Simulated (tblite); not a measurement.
Level: GFN2-xTB in tblite, geometry and Hessian alike; calculated harmonic values, unscaled, isolated species. This tight-binding method is rough: wavenumbers can miss measured ones by several per cent, in bad cases by 10 to 20. Modes of hydrogen on phosphorus and silicon can be 10 to 20 % off. One conformer each. Thermal functions are those of the rigid rotor and harmonic oscillator, without mixing of conformers.

Question: Order these by their heat capacity Cp at 298.15 K, highest first (cal/(mol K)).
A. `C=CN1[SiH2][SiH2]C[C@H]1C`
B. `S=[PH]1CCOCC1`
C. `C=CC(=C)C1=C[C@H](F)C1`
D. `CS/C(=C/F)[C@@H](C)CO`

Answer: A (43.9), D (42.6), C (35.6), B (30.5).

| SMILES | atoms | mass (u) | symmetry number | modes under 300 cm⁻¹ | ZPE (kcal/mol) | S translation (cal/(mol K)) | S rotation | S vibration | S | Cp |
| --- | --- | --- | --- | --- | --- | --- | --- | --- | --- | --- |
| C=CN1[SiH2][SiH2]C[C@H]1C | 21 | 143.06 | 1 | 7 | 102.7 | 40.8 | 29.3 | 28.4 | 98.5 | 43.9 |
| CS/C(=C/F)[C@@H](C)CO | 20 | 150.05 | 1 | 10 | 99.8 | 41.0 | 29.8 | 36.0 | 106.8 | 42.6 |
| C=CC(=C)C1=C[C@H](F)C1 | 18 | 124.07 | 1 | 6 | 88.9 | 40.4 | 29.2 | 24.2 | 93.8 | 35.6 |
| S=[PH]1CCOCC1 | 16 | 136.01 | 1 | 5 | 78.4 | 40.7 | 28.6 | 16.8 | 86.1 | 30.5 |

Entropies and Cp are for 298.15 K and 1 bar.
